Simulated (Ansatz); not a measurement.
Molecule: TaO$_{3}$, net charge 0, doublet state. The spin state was set by rule; other spins were not relaxed. SMILES: [O]=[Ta]1[O][O]1
Coordinates optimised at B3LYP-D3(BJ)/def2-TZVP (Ansatz, a program for electronic structure):
```xyz
4

Ta     0.1283    -0.1550     0.1822
O     -0.4590    -1.4565    -0.7797
O      0.2577     1.4616    -0.8512
O     -0.9690     1.4096    -0.0319
```
Charge 0, spin multiplicity 2.

Wanted: atomisation energy (electronic, to ground-state atoms), in eV. Correlated levels leave the core frozen unless marked. Open shells are spin-unrestricted. No spin-orbit coupling. Frozen are the shells of the preceding noble gas and the d and f shells that filled before the atom's block. In def2 rows, elements after Kr have scalar-relativistic effective core potentials. The coupled-cluster limit lacks core correlation, which all-electron functionals hold. Basis-set limits of correlation are two-point, X^-3; Hartree-Fock from the larger set. [CCSD(T)-MP2]/basis is that difference in the basis named.

```json
[
 {"level": "HF/def2-QZVPP", "program": "Ansatz", "atomisation energy (eV)": "7.57"},
 {"level": "PBE-D4/def2-TZVPD", "program": "Ansatz + dftd4", "atomisation energy (eV)": "19.13"}
]
```

Problem. What does RI-MP2/CBS(def2-TZVPPD,def2-QZVPPD)+[CCSD(T)-MP2]/def2-TZVPPD (Ansatz) give?

Solution. 17.24 eV
